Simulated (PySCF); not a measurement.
MSn for M along the fifth-period p block

CCSD(T) with double-zeta basis sets in PySCF, for the lowest determinant that a PBE0 search found; no spin–orbit coupling. De refers to high-spin ground-configuration atoms.

```json
{"M": "In", "basis": "def2-SVP", "reference, frozen orbitals": "UHF, 8", "state (unpaired electrons)": "quartet (σ ↑, π ↑↑)", "Re (Å)": "2.874", "ωe (cm⁻¹)": "150", "De (eV)": "1.79"}
{"M": "Sn", "basis": "def2-SVP", "reference, frozen orbitals": "UHF, 8", "state (unpaired electrons)": "triplet (π ↑↑)", "Re (Å)": "2.795", "ωe (cm⁻¹)": "188", "De (eV)": "1.93"}
{"M": "Sb", "basis": "def2-SVP", "reference, frozen orbitals": "UHF, 8", "state (unpaired electrons)": "doublet (π ↑)", "Re (Å)": "2.689", "ωe (cm⁻¹)": "212", "De (eV)": "1.77"}
{"M": "Te", "basis": "def2-SVP", "reference, frozen orbitals": "RHF, 8", "state (unpaired electrons)": "singlet (closed shell)", "Re (Å)": "2.572", "ωe (cm⁻¹)": "253", "De (eV)": "3.61"}
{"M": "I", "basis": "def2-SVP", "reference, frozen orbitals": "UHF, 8", "state (unpaired electrons)": "doublet (π ↑)", "Re (Å)": "2.758", "ωe (cm⁻¹)": "194", "De (eV)": "2.59"}
```

The shortest bond is that of SnTe (2.572 Å), the longest that of InSn (2.874 Å).

The state changes along the series, so neighbouring rows are not always alike in their bonding.

Correlated steps freeze 8 core orbitals. Correlated levels converge slowly with the basis: in double zeta they bind strong bonds too weakly, by up to about 1 eV, and carry superposition errors of some tenths. These are scalar-relativistic numbers at best; spin–orbit coupling would shift them, the dissociation energy most. Where the molecule has an RHF reference, its open-shell atoms are computed with UHF. The CCSD T1 diagnostic is raised in SnTe, a sign that a single reference may not be enough there. States were picked by a PBE0 search and need not be the measured ground states.
